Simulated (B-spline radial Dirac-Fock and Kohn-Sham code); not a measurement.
# Isotope-shift constants of the inner levels of Ga

System: neutral gallium in the configuration [Ar] 3d10 4s2 4p1.

Method: first-order field-shift and mass-shift constants from Dirac-Fock ground and hole states with a Fermi nucleus; the mass shift has no relativistic recoil terms. Computed with a B-spline atomic structure program. A binding energy shifts by δE = F·δ⟨r²⟩ + (K_N + K_S)·δ(1/M); F is taken for a change of radius at fixed skin thickness and so holds the higher radial moments.

| level | F (meV/fm²) | K_N (meV u) | K_S (meV u) |
| --- | --- | --- | --- |
| K (1s) | -7.567 | -5703 | 2258 |
| L1 (2s) | -0.7476 | -721.6 | -213.8 |
| L2 (2p1/2) | 0.06134 | -632.9 | 698.5 |
| L3 (2p3/2) | 0.06528 | -617.7 | 660.9 |
| M1 (3s) | -0.1086 | -93.89 | -73.64 |
| M2 (3p1/2) | 0.01173 | -64.71 | 72.41 |
| M3 (3p3/2) | 0.01234 | -62.69 | 63.93 |
| M4 (3d3/2) | 0.008538 | -13.85 | 40.52 |
| M5 (3d5/2) | 0.008462 | -13.60 | 39.88 |

Line shifts in meV from A = 69 (mass 68.9256 u, rms radius 3.9973 fm); radii from Angeli and Marinova (2013).

```
 A  mass (u)  radius (fm)    Kα1    Kα2    Kβ1    Lα1
63   62.9393       3.9308  -0.79  -0.82  -0.76  -0.01
64   63.9368        3.939  -0.42  -0.44  -0.39  -0.01
70   69.9260       3.9998  +0.57  +0.58  +0.56   0.00
71   70.9247       4.0118  +0.54  +0.55  +0.53   0.00
76   75.9288        4.046  +1.68  +1.71  +1.64   0.00
78   77.9316       4.0453      ?      ?      ?      ?
79   78.9329       4.0478  +3.31  +3.36  +3.26  -0.01
80   79.9364       4.0418  +4.24  +4.29  +4.17  -0.01
81   80.9381       4.0441  +4.64  +4.69  +4.57  -0.01
82   81.9432       4.0671  +3.74  +3.80  +3.68  -0.01
```

Question: What are the shifts for A = 78?

Answer: Kα1 +2.90 meV (field -2.95, mass +5.85); Kα2 +2.94 meV (field -2.94, mass +5.89); Kβ1 +2.85 meV (field -2.93, mass +5.78); Lα1 -0.01 meV (field +0.02, mass -0.03).
